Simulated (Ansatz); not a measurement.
The same atomization along the group Mg, Zn, Cd.

Program: Ansatz. Geometries: PBE0-D4/def2-TZVP. ΔE: electronic, gas phase. CCSD(T)/CBS is the MP2 limit (def2-TZVPP, def2-QZVPP) plus CCSD(T) − MP2 in def2-TZVPP, frozen cores. This one scheme is used for every species, atoms too. For atomizations the MP2-based limit and the directly extrapolated one differ by several kJ/mol either way, and by 10 to 25 for some Ge, Se and Sn compounds, so smaller differences from it don't rank the levels. DFT in def2-TZVPP. No spin–orbit coupling; open shells (•) take unrestricted orbitals. Spin–orbit coupling would lower the free atoms: a little for C. Elements past krypton have def2 core potentials. For Cd, Mg, Zn outer-core shells are correlated without core-valence functions, so the limit isn't a true one: a few kJ/mol of doubt a bond, and 10 to 20 or more in all where bonds break to atoms. Scalar relativity is left out up to krypton. Each species was taken in one conformer, which may not be the lowest.

```json
{"reaction": "`C[CH](C)[Mg][NH2]` → 3 C• + 9 H• + N• + Mg (atom)", "revPBE-D4 (kJ/mol)": "4934", "B97M-V (kJ/mol)": "4956"}
{"reaction": "`C[CH](C)[Zn][NH2]` → 3 C• + 9 H• + N• + Zn (atom)", "revPBE-D4 (kJ/mol)": "4903", "B97M-V (kJ/mol)": "4917"}
{"reaction": "`C[CH](C)[Cd][NH2]` → 3 C• + 9 H• + N• + Cd (atom)", "revPBE-D4 (kJ/mol)": "4818", "B97M-V (kJ/mol)": "4824"}
```

Q: Give the CCSD(T)/CBS values in the same order. (Estimate.)

A: The calculation gave: 4974, 4929, 4838 kJ/mol.

Largest T1 diagnostic: 0.017, for Zn (atom).
